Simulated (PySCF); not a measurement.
## A failing input for Ta2Te

```python
from pyscf import gto, scf, mp

mol = gto.M(
    atom='Te 0 0 0; Ta 0 0 2.4426; Ta 0 0 -2.4426',
    basis='cc-pvtz-f13',
    charge=0,
    spin=0,
    verbose=4,
)
mf = scf.RHF(mol)
mf.kernel()
mp.MP2(mf).kernel()
mf.dip_moment()
print('orbital energies (hartree):', mf.mo_energy[..., max(0, mol.nelec[1]-3):mol.nelec[0]+3].round(4))
```

```bash
$ OMP_NUM_THREADS=1 python input.py
```

The log, shortened:

```
KeyError: 'Basis set cc-pvtz-f13 does not exist'

During handling of the above exception, another exception occurred:

pyscf.lib.exceptions.BasisNotFoundError: cc-pvtz-f13
```

Question: Which setting is at fault, why, and what does a mended input give?

Answer: The basis set (cc-pvtz-f13): PySCF finds no basis of that name for these elements; a set that covers every element, with its core potential where it needs one, cures it. With this edit
```diff
-     basis='cc-pvtz-f13',
+     basis='lanl2dz',
+     ecp={'Te': 'lanl2dz', 'Ta': 'lanl2dz'},
```
the run finishes: E(SCF) = -121.653317 Eh, E(MP2) − E(SCF) = -1.07870 Eh, μ(SCF) = 0.00 D.
